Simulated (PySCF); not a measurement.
C3H7O2, SMILES OC[C](O)C, multiplicity 2. Atoms are numbered in the order given.

```xyz
12

C      1.3984    -0.7995     0.5291
C      0.5440     0.1142    -0.2796
O      0.7410     1.4504     0.0194
C     -0.8223    -0.2887    -0.7250
O     -1.7489    -0.5122     0.3525
H      1.0323    -0.9030     1.5802
H      1.4067    -1.8165     0.0895
H      2.4401    -0.4230     0.5807
H      0.1612     1.9733    -0.5681
H     -0.7770    -1.2502    -1.2774
H     -1.2174     0.4770    -1.4460
H     -1.7024     0.2809     0.9192
```
Charge 0, spin multiplicity 2.

The structure is a stationary point at PBE-D3(BJ)/def2-SVP. The isomer is the one that the SMILES or the coordinates give; other isomers of the formula were not compared. The values are those of a single conformer.

The numbers are results of PySCF with PBE-D3(BJ)/def2-SVP, not measurements.

No scaling factor is applied to the harmonic values.

Give all harmonic wavenumbers and intensities. (The exact figures need the calculation; the answer reports its results.)


| mode | ν (cm⁻¹) | IR (km/mol) | moving atoms (share of kinetic energy) |
|---|---|---|---|
| 1 | 84 | 4.3 | O 54 %, H 28 %, C 18 % |
| 2 | 128 | 0.7 | H 75 %, C 12 %, O 12 % |
| 3 | 177 | 0.6 | O 39 %, H 36 %, C 24 % |
| 4 | 319 | 65.8 | H 75 %, C 14 %, O 11 % |
| 5 | 382 | 37.4 | H 47 %, C 34 %, O 20 % |
| 6 | 426 | 34.6 | H 52 %, C 24 %, O 24 % |
| 7 | 431 | 77.3 | H 87 % |
| 8 | 559 | 17.2 | C 57 %, O 22 %, H 22 % |
| 9 | 792 | 7.9 | C 59 %, H 21 %, O 21 % |
| 10 | 908 | 18.4 | H 64 %, C 32 % |
| 11 | 953 | 106.7 | C 50 %, O 38 %, H 12 % |
| 12 | 965 | 19.1 | H 57 %, C 30 %, O 14 % |
| 13 | 991 | 2.8 | H 60 %, C 34 % |
| 14 | 1112 | 101.2 | H 64 %, C 29 % |
| 15 | 1144 | 20.0 | H 91 % |
| 16 | 1269 | 29.0 | H 62 %, C 29 %, O 9 % |
| 17 | 1309 | 5.2 | H 70 %, C 26 % |
| 18 | 1313 | 77.1 | H 61 %, C 31 %, O 9 % |
| 19 | 1356 | 31.8 | H 72 %, C 24 % |
| 20 | 1376 | 12.6 | H 80 %, C 19 % |
| 21 | 1397 | 6.4 | H 62 %, C 36 % |
| 22 | 1409 | 2.7 | H 91 %, C 8 % |
| 23 | 1416 | 3.3 | H 75 %, C 23 % |
| 24 | 2848 | 96.1 | H 93 % |
| 25 | 2901 | 35.5 | H 95 % |
| 26 | 3013 | 10.7 | H 93 % |
| 27 | 3021 | 21.3 | H 92 %, C 8 % |
| 28 | 3074 | 10.0 | H 91 %, C 9 % |
| 29 | 3668 | 25.0 | H 94 % |
| 30 | 3688 | 15.1 | H 94 % |
